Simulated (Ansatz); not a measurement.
A nudged elastic band was laid between two geometries of C2H7BO + ClH (13 atoms, charge 0, multiplicity 1).

Method: RKS BHLYP-D4/def2-SVP (Ansatz 0.2.0).

* movable images: 5
* climbing image: yes
* spring: 5.0 eV/Å²
* optimiser: quadratic models (default)
* start path: through a guess of the saddle point
* force threshold: 0.05 eV/Å
* iteration limit: 60
* end points: relaxed

Image 0:

```xyz
13
Properties=species:S:1:pos:R:3
B -0.281 0.044 -0.168
O -0.451 0.409 1.138
H -1.302 0.180 1.506
C 1.111 0.348 -0.820
H 1.683 -0.588 -0.863
H 1.014 0.693 -1.853
H 1.701 1.070 -0.252
C -1.452 -0.655 -0.953
H -2.282 -0.994 -0.325
H -1.858 0.055 -1.685
H -1.087 -1.509 -1.533
Cl 1.678 2.316 2.480
H 0.765 1.517 2.030
```

Image 6:

```xyz
13
Properties=species:S:1:pos:R:3
B -0.094 0.540 -0.137
O -0.132 0.022 1.497
H -0.975 0.298 1.868
C 1.367 0.158 -0.618
H 1.529 -0.926 -0.608
H 1.506 0.498 -1.649
H 2.159 0.630 -0.026
C -1.348 -0.179 -0.786
H -1.243 -1.269 -0.777
H -2.298 0.080 -0.304
H -1.438 0.131 -1.832
Cl -0.336 2.382 0.101
H 0.542 0.518 1.972
```

Question: What changes between the two ends?

Answer: Bonds broken: Cl12–H13. Bonds formed: B1–Cl12, O2–H13. C2H7BO + ClH becomes C2H8BClO.

Question: What energy profile does the band end with?

Answer: It converged. The highest image is number 3 of 0 to 6, 1.00 eV above the first end and 0.64 eV above the last; the last end lies 0.36 eV above the first. The profile has 2 maxima (images 3, 5) with wells between them (image 4): this band takes more than one step, which may be the mechanism or a detour left from its start path. A vibrational analysis at the climbing image gives one clearly imaginary mode, 910i cm⁻¹: a first-order saddle point. The orbitals stay closed-shell, which can raise the energy where a bond breaks towards radicals; this wasn't checked here.

```
image  path coordinate (Å)  energy (eV)  Cl12–H13 (Å)  B1–Cl12 (Å)  O2–H13 (Å)
    0                 0.00         0.00          1.29         4.00        1.87
    1                 1.39         0.02          1.29         3.79        1.89
    2                 2.79         0.06          1.29         3.44        1.97
    3                 4.18         1.00          1.62         2.41        1.15
    4                 5.86         0.36          2.99         1.87        0.96
    5                 7.54         0.47          2.84         1.87        0.96
    6                 9.23         0.36          2.78         1.87        0.96
```

Question: What is the geometry of the highest image?

Answer: 
```xyz
13
Properties=species:S:1:pos:R:3
B -0.004 0.188 -0.037
O 0.080 -0.157 1.424
H -0.739 -0.537 1.749
C 1.386 0.258 -0.737
H 1.675 -0.763 -1.023
H 1.349 0.855 -1.650
H 2.169 0.656 -0.088
C -1.360 -0.164 -0.730
H -2.236 0.032 -0.105
H -1.483 0.391 -1.663
H -1.359 -1.231 -0.991
Cl -0.255 2.389 0.920
H 0.017 0.967 1.635
```

The band took 25 iterations and roughly 22 core-minutes.

The run took 5.8 min on 4 threads of Arm Neoverse N1, with other jobs on the host, peak memory 0.28 GiB.
